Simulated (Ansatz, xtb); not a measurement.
# Relative energy of two isomers of C5H3ClOS

Structure a is `O=Cc1cscc1Cl`, a singlet and structure b is `O=Cc1cc(Cl)cs1`, a singlet. Both are isolated molecules in the gas phase, relaxed with r2SCAN-D4/def2-SVP; the shapes shown needn't be the lowest conformers.

a (Å):

```csv
atom,x (Å),y (Å),z (Å)
C,-1.2355,-1.2500,-2.0740
C,-0.8208,-1.2036,-0.6595
C,-1.0790,-0.1165,0.1567
C,0.1377,-1.9117,1.3677
C,-0.1181,-2.2299,0.0564
Cl,0.3634,-3.7278,-0.6606
O,-1.8295,-0.3497,-2.6277
S,-0.4828,-0.3438,1.7406
H,-0.9586,-2.1916,-2.6126
H,-1.5987,0.7958,-0.1389
H,0.6513,-2.5127,2.1169
```

b (Å):

```yaml
atoms:
  - { symbol: C, position_ang: [-1.8180, -1.4825, -2.1730] }
  - { symbol: C, position_ang: [-1.0215, -1.5393, -0.9511] }
  - { symbol: C, position_ang: [-0.6368, -0.4958, -0.1254] }
  - { symbol: C, position_ang: [0.1351, -0.9550, 0.9699] }
  - { symbol: C, position_ang: [0.3278, -2.3244, 0.9675] }
  - { symbol: Cl, position_ang: [0.7727, 0.0925, 2.1881] }
  - { symbol: O, position_ang: [-2.1132, -2.4497, -2.8429] }
  - { symbol: S, position_ang: [-0.4337, -3.0699, -0.3765] }
  - { symbol: H, position_ang: [-2.1435, -0.4444, -2.4494] }
  - { symbol: H, position_ang: [-0.8973, 0.5500, -0.2993] }
  - { symbol: H, position_ang: [0.8832, -2.9104, 1.6996] }
```

Quicker runs give these differences E(b) − E(a): GFN2-xTB +0.44 kJ/mol; HF/STO-3G +1.03 kJ/mol (at GFN2-xTB geometries); r2SCAN-D4/def2-SVP//GFN2-xTB −8.90 kJ/mol.

**Question.** Which of the two would you expect CCSD(T)/def2-SVP + ΔMP2/def2-TZVPP electronic energies to favour?

**Answer.** CCSD(T)/def2-SVP + ΔMP2/def2-TZVPP gives E(b) − E(a) = −5.01 kJ/mol, favouring structure b, but this leans on the basis-set step: CCSD(T) alone gives −2.52 kJ/mol.

How the difference moves with the method:

```csv
level,geometry,E(b) − E(a) (kJ/mol),departure from the last row (kJ/mol),"job, with rough time for the two"
GFN2-xTB,GFN2-xTB,+0.44,+5.45,"optimisation, 0.5 s"
HF/STO-3G,GFN2-xTB,+1.03,+6.04,"single point, 2.2 s"
r2SCAN-D4/def2-SVP//GFN2-xTB,GFN2-xTB,−8.90,−3.89,"single point, 13 s"
r2SCAN-D4/def2-SVP,r2SCAN-D4/def2-SVP,−7.94,−2.93,"optimisation, 83 s"
HF/def2-SVP,r2SCAN-D4/def2-SVP,−1.54,+3.47,part of the CCSD(T) run
MP2/def2-SVP,r2SCAN-D4/def2-SVP,−4.79,+0.22,part of the CCSD(T) run
CCSD(T)/def2-SVP,r2SCAN-D4/def2-SVP,−2.52,+2.49,single point
CCSD(T)/def2-SVP + ΔMP2/def2-TZVPP,r2SCAN-D4/def2-SVP,−5.01,,"single point, 5.5 min"
```

As drawn, both hold the same kinds of bond in the same numbers.

GFN2-xTB, HF/STO-3G, HF/def2-SVP find them nearly level. The largest departure from CCSD(T)/def2-SVP + ΔMP2/def2-TZVPP is that of HF/STO-3G, 6.04 kJ/mol. The last row adds to CCSD(T) the change of the MP2 difference between the two basis sets, here −2.49 kJ/mol.

With thermal terms from frequencies at re-optimised GFN2-xTB minima (ideal gas, soft modes damped towards free rotors, one conformer each, 298.15 K, 1 atm): on the last row, ΔE + ΔZPE = −5.35, ΔH = −5.23, ΔG = −5.52 kJ/mol.

The correlated steps freeze 16 core orbitals. Programs: Ansatz 0.2.0, xtb 6.7.1; the last row on 2 threads of Intel(R) Xeon(R) Processor @ 2.50GHz (Skylake/Cascade Lake) on a shared host.
